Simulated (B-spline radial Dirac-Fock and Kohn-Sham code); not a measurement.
Binding energies of Xe²⁺ in different valence configurations

Calculated with an atomic code on a B-spline grid, using multi-electron Dirac-Fock with separately optimised hole states, Breit and Lamb-shift corrections added in first order. No correlation.

Reference: the tabulated ground configuration [Kr] 4d10 5s2 5p4, with 3s 1174.5 eV, 3p3/2 966.3 eV, 3d5/2 699.6 eV, 4p1/2 191.8 eV, 4d3/2 91.06 eV, 5p 30.84 eV, Kα1 29776.6 eV, Kβ1 33620.6 eV, Lα1 4110.8 eV, Lβ2 4721.3 eV.

Shifts from the reference in eV.

```tsv
configuration	average energy	3s	3p3/2	3d5/2	4p1/2	4d3/2	5p	Kα1	Kβ1	Lα1	Lβ2
[Kr] 4d10 5s1 5p5	+14.61	+1.37	+1.62	+1.59	+1.52	+1.46	-0.22	-0.10	-0.13	0.00	+0.14
```
